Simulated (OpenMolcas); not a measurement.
Lu+: effect of the active space

```
Program             : OpenMolcas
Method              : CASSCF
Basis               : ANO-RCC-VQZP
Scalar Hamiltonian  : DKH2, point nucleus
Spin-orbit coupling : RASSI with atomic mean-field integrals over the reference wave functions, term energies averaged over their components
```

A. 2 electrons in 6 orbitals (5d 6s); 2S+1 = 1 even, 20 roots; 2S+1 = 3 even, 15 roots kept (CI in the orbitals of an earlier block); cost of the order of 25 core-seconds
B. 2 electrons in 11 orbitals (5d 6s 6d); 2S+1 = 1 even, 6 roots; 2S+1 = 3 even, 5 roots kept (CI in the orbitals of an earlier block); cost about 25 core-seconds

Energies in cm⁻¹ above 6s² ¹S₀, the measured ground level; measured values from NIST Handbook of Basic Atomic Spectroscopic Data.

```tsv
Level	A	B	Measured
6s² ¹S₀	0.0	0.0	0.0
5d 6s ³D₁	8769	9056	11796
5d 6s ³D₂	9549	9867	12435
5d 6s ³D₃	11263	11835	14199
5d 6s ¹D₂	15683	15872	17333
```

Deviations, from unrounded energies. A percentage is the sum of absolute deviations over the sum of measured energies, with the sign that they share, or ± where signs differ.

```json
{"Against measurement": "mean absolute deviation (cm-1)", "Levels": "4", "A": "2600", "B": "2300"}
{"Against measurement": "other configurations (%)", "Levels": "4", "A": "-18.8", "B": "-16.4"}
```

B lies closest to measurement on these levels. The largest miss of B in the table is 5d 6s ³D₁, by -2700 cm-1. The ranking rests on the paired levels alone, and a cruder setting can come out closer through cancelling errors.

Between A and B the level of the table that moves most is 5d 6s ³D₃, by 570 cm-1 (lowest in A, highest in B).

Without dynamic correlation excited terms often stand tens of per cent too high (terms of higher spin than the ground term too low), and those without a measured partner can miss by more than the paired ones. Terms from blocks run as CI alone lack orbitals of their own. A single d shell beside an s shell can misplace configurations of different d count against each other (holds for A). Active for correlation alone: 6d; no level in the range computed is led by a configuration that fills it, so any true level of that kind is missing (holds for B). Computed and measured levels are paired by configuration, term and J; levels that our copy of the source lacks, or whose pairing is in doubt (as where it misses far off the trend of its configuration), stay unpaired and out of the deviations. Levels of configurations outside the active space are missing. The table leaves out levels that lie high or whose names do not pair safely across all columns.
